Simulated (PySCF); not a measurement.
UHF on P²⁺ (phosphorus, charge +2)

Configuration: [Ne] 3s1 3p1 3d1, one real determinant (an excited configuration). All numbers are calculated (PySCF 2.14, scalar relativity by spin-free X2C-1e, in dyall-av3z).

* Total energy: -339.726578 hartree
* One-electron energy: -457.4298 hartree
* Hartree (Coulomb) energy: 139.7528 hartree
* Exchange energy: -22.0496 hartree
* ⟨S²⟩: 3.7501
* ⟨L²⟩: 8.020
* Sum of ⟨r⟩: 10.47 bohr
* Sum of ⟨r²⟩: 18.69 bohr²
* Traceless quadrupole moment −½Σ⟨3z² − r²⟩ along its main axis: 0.643 e·bohr²
* Langevin diamagnetic susceptibility: -14.8 ×10⁻⁶ cm³/mol

```
shell  electrons  mean orbital energy (eV)  spread (eV)  rms radius, mean of both spins (bohr)
 1s α          1                   -2212.9            0                                  0.120
 1s β          1                   -2212.0            0                                  0.120
 2s α          1                   -234.70            0                                  0.559
 2s β          1                   -233.26            0                                  0.559
 2p α          3                   -176.32        0.692                                  0.537
 2p β          3                   -175.26        0.599                                  0.537
 3s α          1                   -44.100            0                                   1.83
 3p α          1                   -33.347            0                                   2.03
 3d α          1                   -16.593            0                                   2.97
```

⟨L²⟩ = 8.02 against 12 for a pure F term, so this real determinant mixes terms. The outer electron is Rydberg-like, and this basis confines it to a smaller radius and binds it less than a complete one would.

Densities and radii are taken from the X2C orbitals without a picture-change correction, which distorts them close to the nucleus.

Spin-orbit constants ζ (cm⁻¹) from the X2C one-electron operator on these orbitals: bare nucleus, nucleus screened by l(l+1)(2l+1)/3 electrons, and screened by the Breit-Pauli mean field of the electrons.

```tsv
shell	bare	screened nucleus	mean field
2p	5541	4802	4474
3p	466.1	403.9	372.0
3d	12.46	4.153	2.563
```

To first order the Landé constant is A = 41.91 cm⁻¹, so the lowest level has J = 3/2 and lies 0.0312 eV below the centre of the term. This holds in LS coupling only.
